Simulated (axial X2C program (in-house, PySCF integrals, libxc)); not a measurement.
## AgB: from the spin-free to the two-component result

Computed with an axial X2C code built on PySCF integrals. Spin-free means the one-electron spin-free X2C Hamiltonian; two-component (2c) means X2C with spin–orbit coupling and atomic mean-field two-electron Coulomb and Gaunt terms, so the difference of the two also holds small scalar two-electron terms. Basis: Ag dyall-cv3z [12s12p8d5f3g], B dyall-v3z [7s6p2d1f] (cores contracted in-house); Gaussian nuclei, density fitting, unrestricted open shells. Masses: Ag 106.905 u, B 11.009 u.

Spin-free state: M_S = 0, Λ = 0 (closed shell); fragments Ag + B.

```tsv
level	Re (Å)	ωe (cm⁻¹)	De (eV)	μ (D)
PBE0	2.086	449.4	1.806	-1.62
HF	2.305	362.2	0.073	-3.54
MP2	2.008	474.4	1.822	n/a
PBEsol	2.019	509.6	2.561	-1.04
```

Correlated methods: 14 electrons correlated (number of frozen shells: Ag 4 s, 3 p, 1 d; B 1 s), 256 virtual spin orbitals or spinors in MP2.

Dipoles are positive if B is the positive end.

Two-component determinant lowest at the distance of the search:

Ω = 0 (closed shell); fragments Ag + B.

```tsv
level	Re (Å)	ωe (cm⁻¹)	De (eV)	μ (D)
PBE0	2.086	449.3	1.806	-1.62
HF	2.305	362.1	0.039	-3.54
MP2	2.008	473.7	1.820	n/a
PBEsol	2.019	509.3	2.562	-1.04
```

Task: From the two tables, how do the constants change at the MP2 level (2c against spin-free)?

Result: At the MP2 level Re is unchanged within 0.001 Å and ωe goes down by 0.7 cm⁻¹; De changes by -0.002 eV.

The state is one determinant whose occupation by symmetry is held fixed; it was picked as the lowest of a PBE0 search that is not exhaustive. The closed shell is kept restricted, so the energy runs too high when the bond is stretched far. Dissociation energies refer to the lowest single-determinant-based atoms at the same level and basis. The 2c atoms are single determinants rather than J levels; their spin–orbit lowering is only partly caught, and De is too large by that part. This holds for PBE0, PBEsol. Without a current term, density functionals place determinants with orbital angular momentum somewhat too high.
